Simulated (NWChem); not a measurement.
Molecule: AlAsH₃F; SMILES [F][AlH][AsH2]

```xyz
6

Al    -0.5579     1.2197    -0.0140
As     0.0988    -1.1095    -0.0473
H     -1.0138    -1.4387     0.9452
H      1.1179    -0.8471     1.0570
F      0.6585     2.3634    -0.0217
H     -2.0399     1.7727    -0.0637
```
Atoms are numbered in this order, from 1.

Computed with NWChem. Pople sets run with spherical d functions. Medium grid unless said otherwise, to which SCAN and Minnesota functionals are sensitive. All runs use the structure optimised with PBE0/def2-SVP. Total energies of different functionals are on different scales.

```
level             energy (Ha)  highest occupied level (eV)  orbital gap (eV)  dipole (D)
----------------  -----------  ---------------------------  ----------------  ----------
B3LYP/6-31G*       -2579.7790                        -7.15              5.80        1.26
PBE/6-31G*         -2579.1371                        -6.30              4.41        1.19
N12/6-31G*         -2580.8624                        -6.11              4.42        1.34
r2SCAN0/6-31G*     -2579.6007                        -7.56              6.57        1.33
PW6B95/6-31G*      -2581.0948                        -7.43              6.25        1.31
PBE0/6-31G*        -2579.2301                        -7.39              6.22        1.32
LRC-wPBEh/6-31G*   -2579.2415                        -9.16              9.59        1.30
HCTH/407/6-31G*    -2580.9271                        -6.42              4.48        1.22
B3PW91/6-31G*      -2579.6672                        -7.22              5.93        1.28
MPW1K/6-31G*       -2579.8386                        -8.20              7.53        1.39
```
